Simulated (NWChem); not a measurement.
System: SiCl₃F; SMILES F[Si](Cl)(Cl)Cl

All runs: NWChem. Geometry: optimised at PBE-D3(BJ)/def2-SVP. Level: B3LYP/def2-SVP with SMD, gas-phase geometry; reactions with the solvents are ignored.

```json
[
 {"SMD term (kcal/mol)": "distortion of the solute's density", "water": "0.03", "anisole": "0.02"},
 {"SMD term (kcal/mol)": "polarisation", "water": "-0.76", "anisole": "-0.58"},
 {"SMD term (kcal/mol)": "cavity, dispersion and structure", "water": "1.92", "anisole": "-2.27"}
]
```

**Question.** Sum the solvation free energies, find the transfer free energy from water to anisole and the partition coefficient at 298.15 K.

**Answer.** 
1. ΔG(solv, water) = 1.19 kcal/mol and ΔG(solv, anisole) = -2.83 kcal/mol (1 M gas to 1 M solution).
2. Transfer: -2.83 − (1.19) = -4.02 kcal/mol.
3. log₁₀ K(anisole/water) = −ΔG/(RT ln 10) = 4.02/1.364 = 2.9, so the model puts more of the solute in anisole.
4. Of the transfer energy, 0.17 kcal/mol is electrostatic and -4.19 comes from the non-electrostatic term. The two phases are taken as the pure solvents.
